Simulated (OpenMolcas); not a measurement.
## N2+: effect of the basis set

```yaml
Program: OpenMolcas 26.06
Method: "SS-CASPT2, IPEA 0.25 Eh, imaginary shift 0.1 Eh (closed shells correlated: 1s)"
Active_space: 3 electrons in 8 orbitals (2s 2p 3s 3p)
State_averaging: 2S+1 = 4 odd, 1 root; 2S+1 = 2 odd, 11 roots; 2S+1 = 4 even, 3 roots; 2S+1 = 2 even, 9 roots
Spin-orbit_coupling: state interaction with AMFI integrals over the reference wave functions, term energies averaged over their components
```

A. ANO-RCC-VTZP [4s3p2d1f], DKH2, point nucleus; CASPT2 step of the order of 6 core-seconds
B. ANO-R2 [4s4p2d1f], X2C, finite nucleus; CASPT2 step about 8 core-seconds
C. ANO-RCC-VQZP [5s4p3d2f1g], DKH2, point nucleus; CASPT2 step about 7 core-seconds
D. ANO-RCC [8s7p4d3f2g], DKH2, point nucleus; CASPT2 step of the order of 12 core-seconds

Energies in cm-1 above 2s2 2p 2P* 1/2, the measured ground level; measured values from Moore, Selected Tables of Atomic Spectra, NSRDS-NBS 3, section 5.

```tsv
Level	A	B	C	D	Measured
2s2 2p 2P* 1/2	0.0	0.0	0.0	0.0	0.0
2s2 2p 2P* 3/2	168	168	169	170	174
2s 2p2 4P 1/2	55760	56060	56140	56310	
2s 2p2 4P 3/2	55820	56110	56200	56370	57247
2s 2p2 4P 5/2	55910	56210	56290	56460	57328
2s 2p2 2D 3/2	101010	101030	100590	100650	101031
2s 2p2 2D 5/2	101010	101030	100600	100650	101024
2s 2p2 2S 1/2	131530	131200	130760	130790	131004
2s 2p2 2P 1/2	147420	147160	146480	146450	145876
2s 2p2 2P 3/2	147540	147280	146600	146570	145986
2p3 4S* 3/2	185820	185960	185870	186140	186797
2p3 2D* 3/2	204420	204460	203950	204060	203089
2p3 2D* 5/2	204420	204470	203960	204060	203075
2p3 2P* 1/2	231420	231400	230600	230710	230404
2p3 2P* 3/2	231430	231420	230620	230730	230409
```

Deviations, from unrounded energies. A percentage is the sum of absolute deviations over the sum of measured energies, with the sign that they share, or ± where signs differ.

| Against measurement | Levels | A | B | C | D |
| --- | --- | --- | --- | --- | --- |
| mean absolute deviation (cm-1) | 13 | 940 | 820 | 580 | 550 |
| fine structure of the ground term (%) | 1 | -3.9 | -3.9 | -2.9 | -2.7 |
| other configurations (%) | 12 | ±0.7 | ±0.6 | ±0.4 | ±0.4 |

C, D lie about equally close to measurement and A furthest from it. The largest miss of D in the table is 2p3 2D* 5/2, by +990 cm-1. The ranking rests on the paired levels alone, and a cruder setting can come out closer through cancelling errors.

The two smallest mean deviations differ by little beside CASPT2's spread within terms, so their order carries little weight.

Among A to D the level of the table that moves most is 2s 2p2 2P 1/2, by 970 cm-1 (lowest in D, highest in A). Moves below CASPT2's spread within the term are not significant.

CASPT2 breaks the degeneracy within a term, and the mean is taken; among the terms shown or strongly mixed into the levels shown the widest spread is 140 cm-1 (2p3 2D*, D). Active for correlation alone: 3p 3s; no level in the range computed is led by a configuration that fills them, so any true level of that kind is missing. Computed and measured levels are paired by configuration, term and J; levels that our copy of the source lacks, or whose pairing is in doubt (as where it misses far off the trend of its configuration), stay unpaired and out of the deviations. Only configurations of the active space appear.

* marks odd parity.
